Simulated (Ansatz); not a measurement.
SnH3(nBu) (C₄H₁₂Sn). The state is a singlet with charge 0. Geometry PBE-D4/def2-SVP; atoms count from 1.

```xyz
17

Sn    2.724   -0.867   -0.362
H     3.774   -0.318   -1.625
H     3.520   -0.651    1.162
H     2.413   -2.556   -0.587
C     0.846    0.242   -0.377
C    -0.130   -0.191    0.723
C    -1.441    0.616    0.759
C    -2.323    0.450   -0.480
H     1.107    1.318   -0.278
H     0.411    0.112   -1.390
H    -0.376   -1.271    0.605
H     0.365   -0.104    1.715
H    -2.016    0.312    1.661
H    -1.198    1.692    0.904
H    -3.270    1.019   -0.382
H    -1.819    0.811   -1.401
H    -2.589   -0.615   -0.645
```

In the def2 sets Sn takes a core potential; there is no spin–orbit coupling.

Q: Estimate the Mulliken populations from the PBE0/def2-TZVP orbitals of Ansatz.

A: 
| atom | charge (e) |
| --- | --- |
| Sn1 | 0.39 |
| H2 | -0.06 |
| H3 | -0.07 |
| H4 | -0.07 |
| C5 | -0.51 |
| C6 | -0.21 |
| C7 | -0.14 |
| C8 | -0.40 |
| H9 | 0.13 |
| H10 | 0.14 |
| H11 | 0.11 |
| H12 | 0.12 |
| H13 | 0.11 |
| H14 | 0.09 |
| H15 | 0.13 |
| H16 | 0.12 |
| H17 | 0.12 |
Mulliken values depend strongly on the basis.

Q: And the Mayer bond orders between heavy atoms (over 0.3)?

A: Sn1–C5 0.91 (2.18 Å); C5–C6 0.99 (1.53 Å); C6–C7 0.99 (1.54 Å); C7–C8 1.00 (1.53 Å).
